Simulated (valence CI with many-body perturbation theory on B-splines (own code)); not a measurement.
# Level structure of Ir²⁷⁺

Calculated by valence CI with perturbative core correlation (CI+MBPT): four valence electrons over a frozen Dirac-Fock core [Kr] 4d10, radial functions for each j: 8 s, 8 p, 9 d, 9 f, 6 g, 3 h, 2 i, with the one-electron correlation potential Σ1 (screened to all orders), the two-electron term Σ2, the three-electron term Σ3, Breit, model QED; selected single and double excitations, second order for the rest, scaled by the run's own slope (own B-spline code, finite nucleus).

The last digits are not significant, and no measured levels were compared; by estimate large intervals hold to a few tenths of a per cent, small ones and those within an open d or f shell to about a per cent. Core correlation moves these levels by up to 5000 cm⁻¹, and in measured spectra 5 to 20 % of such shifts remained as error; rates that hang on mixing are uncertain with them. Only levels of the ground parity were solved; by the run's estimate the other parity begins above the list, which can be wrong where configurations are misplaced.

Levels 46 to 68 of 68, with energies above the lowest level, (4f5/2^4) J=4. "Leading %" is the weight of the configuration and term that name the level; weights of strongly mixed levels are sums over their largest components and can fall short. In the jj column 3d3/2^4 stands for four electrons in 3d with j = 3/2. Lifetimes count E1, E2, E3, M1 and M2 decay at the calculated energies, and are blank where another channel may lead or the interval is too uncertain; long ones can be off by a factor of two.

```csv
No.,Configuration,Term,J,E (eV),Leading %,Lifetime,g,Second component,Leading jj
46,4f⁴,⁵D,4,16.577,40,1.04 ms,1.156,35 % 4f⁴ ³H,4f5/2^2 4f7/2^2 (82 %)
47,4f⁴,³D,1,16.617,55,460 μs,0.823,36 % 4f⁴ ³P,4f5/2 4f7/2^3 (96 %)
48,4f⁴,³G,5,16.639,33,648 μs,1.093,25 % 4f⁴ ³I,4f5/2 4f7/2^3 (61 %)
49,4f⁴,³F,2,16.663,40,541 μs,1.150,35 % 4f⁴ ³P,4f5/2 4f7/2^3 (81 %)
50,4f⁴,³K,6,16.752,28,1.04 ms,1.036,24 % 4f⁴ ³H,4f5/2 4f7/2^3 (41 %)
51,4f⁴,³L,9,16.770,62,1.18 ms,1.070,38 % 4f⁴ ³M,4f5/2 4f7/2^3 (98 %)
52,4f⁴,³H,5,17.222,68,1.85 ms,1.064,19 % 4f⁴ ³G,4f5/2^2 4f7/2^2 (81 %)
53,4f⁴,³F,3,17.305,61,690 μs,1.120,22 % 4f⁴ ³D,4f5/2 4f7/2^3 (75 %)
54,4f⁴,³H,4,17.997,41,762 μs,0.955,32 % 4f⁴ ¹G,4f5/2^3 4f7/2 (40 %)
55,4f⁴,³K,6,18.511,35,1.60 ms,0.994,24 % 4f⁴ ³H,4f5/2^2 4f7/2^2 (46 %)
56,4f⁴,³G,3,18.512,60,907 μs,0.940,18 % 4f⁴ ³F,4f5/2^2 4f7/2^2 (57 %)
57,4f⁴,³G,4,18.742,55,795 μs,1.061,21 % 4f⁴ ³F,4f5/2^2 4f7/2^2 (51 %)
58,4f⁴,³G,5,19.012,57,553 μs,1.114,31 % 4f⁴ ³H,4f5/2 4f7/2^3 (48 %)
59,4f⁴,³H,4,19.105,37,711 μs,0.972,36 % 4f⁴ ¹G,4f5/2^2 4f7/2^2 (48 %)
60,4f⁴,³K,8,19.257,36,390 μs,1.041,34 % 4f⁴ ¹L,4f7/2^4 (74 %)
61,4f⁴,¹K,7,19.344,51,820 μs,1.039,31 % 4f⁴ ³I,4f5/2 4f7/2^3 (80 %)
62,4f⁴,³F,2,19.442,70,1.06 ms,0.807,18 % 4f⁴ ¹D,4f5/2^2 4f7/2^2 (55 %)
63,4f⁴,³K,8,19.608,54,3.15 ms,1.064,46 % 4f⁴ ¹L,4f5/2^2 4f7/2^2 (94 %)
64,4f⁴,³P,0,19.688,52,326 μs,,31 % 4f⁴ ⁵D,4f5/2^2 4f7/2^2 (64 %)
65,4f⁴,¹D,2,19.932,66,545 μs,1.014,17 % 4f⁴ ³D,4f5/2 4f7/2^3 (68 %)
66,4f⁴,³K,7,19.959,64,2.13 ms,1.041,23 % 4f⁴ ³I,4f5/2^2 4f7/2^2 (87 %)
67,4f⁴,³H,6,19.965,46,949 μs,1.081,35 % 4f⁴ ¹I,4f5/2 4f7/2^3 (61 %)
68,4f⁴,³I,5,19.985,48,632 μs,0.960,36 % 4f⁴ ³H,4f5/2^2 4f7/2^2 (42 %)
```

Where two levels of one J and parity lie close, their mixing, g and order are uncertain.
